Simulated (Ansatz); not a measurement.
A nudged elastic band was laid between two geometries of CH4BF + H3P (11 atoms, charge 0, multiplicity 1).

Level of theory: RKS PBE-D4/def2-SVP in Ansatz.

* movable images: 5
* climbing image: yes
* spring: 5.0 eV/Å²
* optimiser: quadratic models (default)
* start path: through a guess of the saddle point
* force threshold: 0.03 eV/Å
* iteration limit: 60
* end points: relaxed

First end point:

```xyz
11
Properties=species:S:1:pos:R:3
B -0.125 0.390 0.140
F -0.289 0.583 1.456
H 1.019 0.513 -0.277
C -1.359 0.114 -0.778
H -2.271 -0.193 -0.229
H -1.590 1.066 -1.311
H -1.130 -0.622 -1.576
P 0.487 -3.160 0.849
H -0.677 -2.932 0.029
H 1.278 -2.216 0.099
H 0.088 -2.158 1.804
```

Last end point:

```xyz
11
Properties=species:S:1:pos:R:3
B 0.033 -0.498 -0.226
F -0.312 0.210 2.079
H 1.040 0.174 -0.337
C -1.346 -0.033 -0.799
H -2.224 -0.623 -0.470
H -1.539 1.045 -0.629
H -1.267 -0.158 -1.906
P 0.280 -2.237 0.545
H -0.625 -3.079 -0.175
H 1.522 -2.691 0.003
H -0.131 -0.726 2.123
```

**Question.** Which bonds break or form, and what moves?

**Answer.** Bonds broken: B1–F2, P8–H11. Bonds formed: B1–P8, F2–H11. CH4BF + H3P becomes CH6BP + FH.

**Question.** What energy profile does the band end with?

**Answer.** It converged. The highest image is number 4 of 0 to 6, 1.65 eV above the first end and 0.43 eV above the last; the last end lies 1.21 eV above the first. A vibrational analysis at the climbing image gives one clearly imaginary mode, 765i cm⁻¹: a first-order saddle point. The orbitals stay closed-shell, which can raise the energy where a bond breaks towards radicals; this wasn't checked here.

```
image  path coordinate (Å)  energy (eV)  B1–F2 (Å)  P8–H11 (Å)  B1–P8 (Å)
    0                 0.00         0.00       1.34        1.44       3.67
    1                 0.55         0.01       1.34        1.44       3.53
    2                 1.10         0.10       1.35        1.44       3.17
    3                 1.66         0.70       1.41        1.47       2.67
    4                 2.21         1.65       1.60        1.64       2.20
    5                 2.78         1.26       1.93        2.01       1.97
    6                 3.36         1.21       2.44        2.22       1.92
```

**Question.** What is the geometry of the highest image?

**Answer.** 
```xyz
11
Properties=species:S:1:pos:R:3
B -0.035 -0.279 0.150
F -0.302 0.161 1.669
H 1.056 0.152 -0.172
C -1.328 -0.057 -0.727
H -2.240 -0.540 -0.320
H -1.537 1.033 -0.807
H -1.174 -0.428 -1.762
P 0.269 -2.374 0.743
H -0.688 -2.825 -0.207
H 1.485 -2.424 0.008
H -0.075 -1.034 1.632
```

**Question.** What are the harmonic wavenumbers there?

**Answer.** 765i, 155, 211, 229, 253, 329, 439, 514, 569, 736, 777, 864, 939, 985, 989, 1081, 1125, 1274, 1378, 1386, 1397, 2420, 2452, 2553, 2960, 3041, 3061 cm⁻¹.

Time of the run: 41 s on 2 threads of AMD EPYC 9R45 96-Core Processor (Zen 5), on a shared host, peak memory 0.15 GiB.
